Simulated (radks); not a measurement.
Isoelectronic series with 18 electrons, all held in the configuration [Ar], which need not be the ground one along the series. All-electron calculation, scalar-relativistic Kohn-Sham, r2SCAN, spin-polarised, spherical densities, finite nucleus; meta-GGA in the generalised Kohn-Sham scheme; Fermi nuclear charge, rms radius of each element as measured or else 0.836 A^(1/3) + 0.57 fm. Program: a radial shooting solver on a logarithmic mesh with Libxc functionals. Total energies (hartree) and mean radii <r> (bohr):

| ion | E (hartree) | 3p | 3s | 2p | 2s |
|---|---|---|---|---|---|
| Ar | -529.40910 | 1.658 | 1.413 | 0.3761 | 0.4125 |
| K+ | -602.12192 | 1.424 | 1.271 | 0.3500 | 0.3863 |
| Ca2+ | -679.86583 | 1.257 | 1.154 | 0.3273 | 0.3630 |
| Sc3+ | -762.63921 | 1.129 | 1.057 | 0.3073 | 0.3424 |
| Ti4+ | -850.44616 | 1.027 | 0.9759 | 0.2895 | 0.3239 |
| V5+ | -943.29425 | 0.9431 | 0.9064 | 0.2736 | 0.3072 |
| Cr6+ | -1041.19326 | 0.8725 | 0.8464 | 0.2594 | 0.2921 |
| Mn7+ | -1144.15490 | 0.8123 | 0.7939 | 0.2465 | 0.2783 |
| Fe8+ | -1252.19243 | 0.7601 | 0.7476 | 0.2349 | 0.2658 |
| Co9+ | -1365.32021 | 0.7145 | 0.7065 | 0.2242 | 0.2543 |
| Ni10+ | -1483.55408 | 0.6741 | 0.6697 | 0.2145 | 0.2437 |
| Cu11+ | -1606.91013 | 0.6382 | 0.6366 | 0.2056 | 0.2339 |
